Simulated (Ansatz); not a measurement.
B₄O₁₀H₈⁺, a hydroxylated oxide cluster. Charge 1, multiplicity 2. Geometry PBE-D4/def2-SVP, that of the neutral singlet.

Cartesian coordinates in Å:
```
B 0.8048 -0.6804 0.6170
B -0.7978 1.2180 0.1116
B 0.1422 2.0960 2.2422
B -0.8564 -1.6814 -2.7171
O -0.2841 2.3369 3.5273
O 1.4608 2.1079 1.8207
O 0.4627 -0.8071 1.9405
O 1.7185 -1.4793 -0.0616
O -1.7130 1.5010 -0.8477
O 0.1850 0.2476 -0.1723
O -0.8393 1.8791 1.3067
O -1.8778 -2.1779 -3.4871
O -0.6274 -0.3018 -2.7200
O -0.1202 -2.5781 -1.9885
H 0.4332 2.5241 4.1539
H 2.0997 2.2806 2.5317
H 0.8892 -1.5406 2.4121
H 2.1473 -2.1673 0.4736
H -1.5823 0.9261 -1.6402
H -2.3298 -1.4555 -3.9557
H 0.0625 -0.0663 -2.0603
H 0.6222 -2.1818 -1.4868
```

At PBE-D4/def2-SVP an occupied level lies above an empty one. At PBE-D4/def2-SVP the gap within one spin of the charge 1 doublet nearly closes, so an electron or hole may be smeared out by delocalisation error. In the doublet geometry the species has come apart into loosely held pieces.

Question: Estimate the α-spin orbital energies around the gap (eV) in Ansatz with HF/def2-SVP, PBE-D4/def2-SVP, PBE0-D4/def2-SVP.

Answer: 
```json
{"orbital": "HOMO−5", "HF/def2-SVP": "-17.73", "PBE-D4/def2-SVP": "-12.39", "PBE0-D4/def2-SVP": "-14.29"}
{"orbital": "HOMO−4", "HF/def2-SVP": "-17.26", "PBE-D4/def2-SVP": "-12.27", "PBE0-D4/def2-SVP": "-14.12"}
{"orbital": "HOMO−3", "HF/def2-SVP": "-16.92", "PBE-D4/def2-SVP": "-12.21", "PBE0-D4/def2-SVP": "-14.02"}
{"orbital": "HOMO−2", "HF/def2-SVP": "-16.84", "PBE-D4/def2-SVP": "-12.13", "PBE0-D4/def2-SVP": "-13.88"}
{"orbital": "HOMO−1", "HF/def2-SVP": "-16.33", "PBE-D4/def2-SVP": "-11.97", "PBE0-D4/def2-SVP": "-13.85"}
{"orbital": "HOMO", "HF/def2-SVP": "-16.08", "PBE-D4/def2-SVP": "-11.86", "PBE0-D4/def2-SVP": "-13.42"}
{"orbital": "LUMO", "HF/def2-SVP": "-1.99", "PBE-D4/def2-SVP": "-4.30", "PBE0-D4/def2-SVP": "-3.31"}
{"orbital": "LUMO+1", "HF/def2-SVP": "-0.35", "PBE-D4/def2-SVP": "-4.14", "PBE0-D4/def2-SVP": "-3.04"}
{"orbital": "LUMO+2", "HF/def2-SVP": "0.29", "PBE-D4/def2-SVP": "-3.74", "PBE0-D4/def2-SVP": "-2.59"}
{"orbital": "LUMO+3", "HF/def2-SVP": "0.95", "PBE-D4/def2-SVP": "-3.27", "PBE0-D4/def2-SVP": "-2.37"}
{"orbital": "LUMO+4", "HF/def2-SVP": "1.85", "PBE-D4/def2-SVP": "-3.12", "PBE0-D4/def2-SVP": "-2.23"}
{"orbital": "LUMO+5", "HF/def2-SVP": "2.34", "PBE-D4/def2-SVP": "-2.99", "PBE0-D4/def2-SVP": "-1.78"}
{"orbital": "β HOMO", "HF/def2-SVP": "-16.08", "PBE-D4/def2-SVP": "-11.70", "PBE0-D4/def2-SVP": "-12.86"}
{"orbital": "β LUMO", "HF/def2-SVP": "-8.41", "PBE-D4/def2-SVP": "-11.85", "PBE0-D4/def2-SVP": "-12.21"}
```
